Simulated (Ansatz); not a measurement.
Cost and result for the atomization energy of C6H12O, SMILES `OC1CCCCC1` (19 atoms, 19 bonds).

| atom | x (Å) | y (Å) | z (Å) |
| --- | --- | --- | --- |
| O1 | -0.786 | -0.399 | -2.448 |
| C2 | -0.527 | 0.140 | -1.165 |
| C3 | 0.976 | 0.217 | -0.999 |
| C4 | 1.355 | 0.758 | 0.373 |
| C5 | 0.723 | -0.065 | 1.488 |
| C6 | -0.787 | -0.152 | 1.318 |
| C7 | -1.154 | -0.692 | -0.058 |
| H8 | -1.736 | -0.504 | -2.545 |
| H9 | -0.934 | 1.164 | -1.103 |
| H10 | 1.384 | -0.792 | -1.132 |
| H11 | 1.396 | 0.837 | -1.797 |
| H12 | 1.019 | 1.799 | 0.459 |
| H13 | 2.443 | 0.775 | 0.480 |
| H14 | 1.146 | -1.077 | 1.473 |
| H15 | 0.971 | 0.364 | 2.463 |
| H16 | -1.226 | -0.781 | 2.098 |
| H17 | -1.223 | 0.847 | 1.444 |
| H18 | -0.797 | -1.723 | -0.166 |
| H19 | -2.243 | -0.715 | -0.182 |

The species carries charge 0 and has multiplicity 1. The geometry is a stationary point of PBE0-D4/def2-TZVP. It is one conformer, not always the lowest. Program: Ansatz. All runs use 2 threads of an AMD EPYC 7R13 on a shared host and a share of an NVIDIA H100 80 GB. Times are those of one run each, without the atoms' runs, and a repeat can differ threefold. Electronic energies, without spin–orbit coupling; frozen cores. CCSD(T)/CBS adds CCSD(T) − MP2 in def2-TZVPP to the MP2 limit, and its time is that of the two runs behind it. T1 = 0.009. B3LYP takes the VWN-RPA correlation (the form of Gaussian; ORCA's B3LYP/G).

CCSD(T)/CBS is a level of theory with its own doubt, some kJ/mol a heavy atom from the limit and from the frozen cores, so smaller differences don't rank the functionals.

```json
{"level": "B2PLYP/def2-TZVPP", "functions": "385", "wall time": "9.5 s"}
{"level": "MP2/def2-QZVPP", "functions": "759", "wall time": "9.5 s"}
{"level": "PBE0-D4/def2-TZVPP", "functions": "385", "wall time": "11 s"}
{"level": "B3LYP-D4/def2-TZVPP (with forces)", "functions": "385", "wall time": "12 s"}
{"level": "PBE-D4/def2-TZVPP (with forces)", "functions": "385", "wall time": "14 s"}
{"level": "r2SCAN-D4/def2-TZVPP (with forces)", "functions": "385", "wall time": "15 s"}
{"level": "ωB97X-V/def2-TZVPP", "functions": "385", "wall time": "16 s"}
{"level": "ωB97M-V/def2-TZVPP (with forces)", "functions": "385", "wall time": "16 s"}
{"level": "CCSD(T)/def2-TZVPP", "functions": "385", "wall time": "34 s"}
{"level": "CCSD(T)/CBS(def2)", "functions": "–", "wall time": "43 s"}
```

Q: What atomization energy does each give, and how far from CCSD(T)/CBS? (An estimate is asked.)

A: Computed: 
```json
{"level": "B2PLYP/def2-TZVPP", "atomization (kJ/mol)": "7724.8", "difference from CCSD(T)/CBS": "-83.2", "per bond": "-4.4"}
{"level": "MP2/def2-QZVPP", "atomization (kJ/mol)": "7847.8", "difference from CCSD(T)/CBS": "39.8", "per bond": "2.1"}
{"level": "PBE0-D4/def2-TZVPP", "atomization (kJ/mol)": "7874.0", "difference from CCSD(T)/CBS": "66.0", "per bond": "3.5"}
{"level": "B3LYP-D4/def2-TZVPP (with forces)", "atomization (kJ/mol)": "7798.1", "difference from CCSD(T)/CBS": "-9.9", "per bond": "-0.5"}
{"level": "PBE-D4/def2-TZVPP (with forces)", "atomization (kJ/mol)": "7975.7", "difference from CCSD(T)/CBS": "167.7", "per bond": "8.8"}
{"level": "r2SCAN-D4/def2-TZVPP (with forces)", "atomization (kJ/mol)": "7826.5", "difference from CCSD(T)/CBS": "18.5", "per bond": "1.0"}
{"level": "ωB97X-V/def2-TZVPP", "atomization (kJ/mol)": "7822.9", "difference from CCSD(T)/CBS": "14.9", "per bond": "0.8"}
{"level": "ωB97M-V/def2-TZVPP (with forces)", "atomization (kJ/mol)": "7830.6", "difference from CCSD(T)/CBS": "22.6", "per bond": "1.2"}
{"level": "CCSD(T)/def2-TZVPP", "atomization (kJ/mol)": "7638.1", "difference from CCSD(T)/CBS": "-169.9", "per bond": "-8.9"}
{"level": "CCSD(T)/CBS(def2)", "atomization (kJ/mol)": "7808.0", "difference from CCSD(T)/CBS": "0.0", "per bond": "0.0"}
```

In def2-TZVPP, CCSD(T) changes the Hartree–Fock value by +1820.6 kJ/mol (the triples alone add +101.7 kJ/mol) and MP2 by +1930.8 kJ/mol; breaking electron pairs costs correlation energy, which Hartree–Fock lacks. From PBE to PBE0 (25 % exact exchange), in def2-TZVPP and without D4, the atomization energy moves by −94.9 kJ/mol: exact exchange takes away binding that semilocal exchange gives to molecules. The D4 term adds +67.2 kJ/mol with B3LYP and +35.7 kJ/mol with PBE0; it sums over pairs of atoms, weighted by their polarisabilities, and B3LYP, whose exchange is more repulsive, gets the larger term.
